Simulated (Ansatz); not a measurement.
Mg3O4⁻, relaxed as a doublet with UKS PBE0-D4/def2-SVPD in Ansatz, starting from the GFN1-xTB geometry. Force threshold 0.02 eV/Å.

The structure holds 2 bonds between oxygen atoms, so isomers without such links may lie far lower. Another isomer (doublet) lies 2.99 eV lower at PBE0-D4/def2-TZVPD; other spin states weren't run for this one.

Start:

```xyz
7

Mg    1.758    0.407   -1.675
Mg   -0.175   -0.075    0.151
Mg    1.421    1.786    2.505
O    -1.798   -1.345   -0.732
O    -2.009   -0.118   -0.080
O     1.231    0.956    0.701
O    -0.428   -1.611   -0.869
```

**Question.** Estimate the energy that the relaxation releases and the steps that it takes.

**Answer.** 175.4 kJ/mol, in 15 steps; 4.3 min on 4 threads of AMD EPYC on a shared host. No frequencies were taken in this run, so the end may be a saddle point.

**Question.** Does the start keep its bonding and symmetry?

**Answer.** Bonds formed: Mg1–O7 (atoms count from 1).

**Question.** Predict the relaxed structure.

**Answer.** 
```xyz
7

Mg    1.348    0.078   -1.293
Mg   -0.461    0.022    0.774
Mg    1.667    1.689    2.082
O    -1.477   -1.146   -1.123
O    -2.124   -0.401   -0.093
O     1.141    1.004    0.395
O    -0.093   -1.245   -0.742
```
Bond lengths (bridged metal pairs left out): 7 × Mg–O 1.90 to 2.45 Å; 2 × O–O 1.43 to 1.44 Å.
